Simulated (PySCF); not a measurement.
Compound: 1-ethylimidazole, C₅H₈N₂.
Z-matrix (Å and degrees, PBE0-D3(BJ)/def2-SVP geometry), rows numbered from 1:
```
C 
C   1  1.5193
N   2  1.4467  1  113.10
C   3  1.3732  2  126.70  1   -80.58
C   4  1.3754  3  105.52  2   175.65
N   5  1.3656  4  110.41  3    -0.20
C   6  1.3098  5  105.30  4    -0.05
H   1  1.1001  2  111.00  3    59.73
H   1  1.1002  2  110.50  3   179.72
H   1  1.1001  2  110.86  3   -60.20
H   2  1.1007  1  110.67  3   120.66
H   2  1.1012  1  110.71  3  -121.50
H   4  1.0876  3  121.97  2    -4.85
H   5  1.0896  4  127.72  3   179.26
H   7  1.0912  3  121.60  2     4.77
```

All values: wB97X-D/def2-SVPD (PySCF, non-relativistic), on one gas-phase PBE0-D3(BJ)/def2-SVP geometry that isn't relaxed in the solvent. The solvent is an IEF-PCM continuum (van der Waals radii × 1.2), and excitations are vertical TDDFT with non-equilibrium linear response and a frozen core. Only the electrostatic response of the medium enters.

Gas-phase singlets (H = HOMO, L = LUMO):

| state | E (eV) | λ (nm) | f | leading configuration |
| --- | --- | --- | --- | --- |
| S1 | 6.444 | 192 | 0.135 | H→L+1 52% |
| S2 | 6.677 | 186 | 0.003 | H-1→L+1 58% |
| S3 | 6.723 | 184 | 0.013 | H→L 40% |
| S4 | 7.040 | 176 | 0.004 | H→L+5 44% |
| S5 | 7.490 | 166 | 0.031 | H→L+2 72% |

Task: How does the list change in tetrahydrofuran (ε = 7.426)?

Result: 
| state | E (eV) | λ (nm) | f | leading configuration | change by rank (eV) |
| --- | --- | --- | --- | --- | --- |
| S1 | 6.429 | 193 | 0.179 | H→L 84% | -0.015 |
| S2 | 6.872 | 180 | 0.018 | H→L+1 67% | +0.195 |
| S3 | 7.018 | 177 | 0.004 | H-2→L 64% | +0.295 |
| S4 | 7.070 | 175 | 0.014 | H→L+3 41% | +0.030 |
| S5 | 7.813 | 159 | 0.058 | H→L+4 36% | +0.323 |

Task: How do the frontier levels move from gas to tetrahydrofuran?

Result: 
```tsv
orbital	gas (eV)	solvent (eV)	change (eV)	Löwdin shares, gas	Löwdin shares, solvent
LUMO+2	3.05	3.18	+0.13	H11 16 %, H13 14 %, C4 14 %, H15 12 %	C5 28 %, C1 14 %, H14 14 %, C4 8 %
LUMO+1	2.37	2.52	+0.15	C7 15 %, C1 14 %, N3 14 %, C4 12 %	C1 19 %, C7 12 %, C4 11 %, C5 9 %
LUMO	2.09	2.27	+0.18	C2 18 %, C1 12 %, H12 11 %, H11 10 %	C7 20 %, N3 17 %, C4 15 %, N6 10 %
HOMO	-8.39	-8.50	-0.11	C4 28 %, C5 25 %, C7 21 %, N3 10 %	C4 27 %, C5 26 %, C7 20 %, N3 10 %
HOMO-1	-9.55	-9.77	-0.22	N6 65 %, C5 11 %, C7 9 %, N3 5 %	N6 32 %, N3 29 %, C5 10 %, C4 8 %
HOMO-2	-9.65	-9.97	-0.32	N6 34 %, N3 28 %, C5 11 %, C7 8 %	N6 64 %, C5 11 %, C7 9 %, C4 5 %
HOMO-3	-12.31	-11.91	+0.40	C1 26 %, C2 23 %, H8 12 %, H11 11 %	C1 27 %, C2 23 %, H8 12 %, H11 10 %
```

The HOMO–LUMO gap goes from 10.47 to 10.77 eV. Rows go by rank; for HOMO-2, HOMO-1, LUMO, LUMO+1 and LUMO+2 the atom shares or the degeneracy differ between the runs, so the row needn't follow one orbital.

The run took 34 s on one thread, Intel Xeon at 2.80 GHz (x86_64), shared host, and the process peaked at 0.96 GiB of memory. This is the whole response run at wB97X-D/def2-SVPD in tetrahydrofuran, SCF included.
